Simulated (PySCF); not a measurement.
hydrogen peroxide (H2O2), singlet, at a GFN2-xTB geometry. Base run: B3LYP/cc-pVDZ (PySCF).

PySCF was given this input:
```python
from pyscf import gto, scf, dft

mol = gto.M(
    atom='''
O    -0.023120    0.709965   -0.012564
O     0.023120   -0.709965    0.012564
H     0.913898    0.942485   -0.032627
H    -0.913898   -0.942485    0.032627
''',
    basis='cc-pvdz',
    charge=0,
    spin=0,
    verbose=4,
)

mf = dft.RKS(mol)
mf.xc = 'b3lyp'
mf.kernel()
```

Variants of this job, named by their change:

```csv
change,ΔE vs base (mEh),SCF cycles,outcome
base,0.000,7,converged
level_shift = 0.1 (with mf.max_cycle = 100),0.000,7,converged
diis = off; damp = 0.3 (with mf.diis_start_cycle = 200; with mf.max_cycle = 150),0.000,16,converged
solver = newton; init_guess = 1e,433.8,-,another SCF solution
conv_tol = 1e-11,0.000,8,converged
diis = off; damp = 0.6 (with mf.diis_start_cycle = 200; with mf.max_cycle = 150),0.000,17,converged
solver = newton,0.000,-,converged
init_guess = mod_huckel,0.000,7,converged
diis_space = 12,0.000,7,converged
level_shift = 1.0 (with mf.max_cycle = 100),0.000,18,converged
conv_tol = 1e-6,0.000,6,converged
conv_tol = 1e-7,0.000,6,converged
init_guess = vsap,0.000,7,converged
```

A guess, shift, damping, solver or small numerical setting can't move a converged solution much, so rows marked as another SCF solution ended in a different state.
